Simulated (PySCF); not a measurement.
## Energy of Mo (molybdenum, neutral) between two integer charges

The 5s alpha orbital of [Kr] 4d5 5s1 is emptied in steps (occupation f), with all orbitals relaxed, ending at [Kr] 4d5. Computed with PySCF 2.14 in def2-TZVP with the def2 core potential (28 electrons), with scalar relativity through the core potential. The exact energy is a straight line in f; departures are measured from the line between the end points of the same method.

```tsv
f	PBE0 (eV)	r2SCAN (eV)	LC-wPBE (eV)
1	0.000	0.000	0.000
0.75	-0.391	-0.499	0.016
0.5	-0.524	-0.664	0.022
0.25	-0.395	-0.500	0.016
0	0.000	0.000	0.000
```

| method | E(f=0) − E(f=1) (eV) | −ε at f=1 (eV) | −ε at f=0.5 (eV) |
| --- | --- | --- | --- |
| PBE0 | 7.250 | 5.176 | 7.240 |
| r2SCAN | 7.574 | 4.905 | 7.571 |
| LC-wPBE | 6.885 | 6.968 | 6.885 |

Orbital energy along the path (eV):

| f | PBE0 | r2SCAN | LC-wPBE |
| --- | --- | --- | --- |
| 1 | -5.176 | -4.905 | -6.968 |
| 0.75 | -6.201 | -6.250 | -6.929 |
| 0.5 | -7.240 | -7.571 | -6.885 |
| 0.25 | -8.295 | -8.897 | -6.838 |
| 0 | -9.367 | -10.254 | -6.802 |

Reference removal energy between the ground levels: 7.092 eV (measured; NIST Atomic Spectra Database, ionization energies).
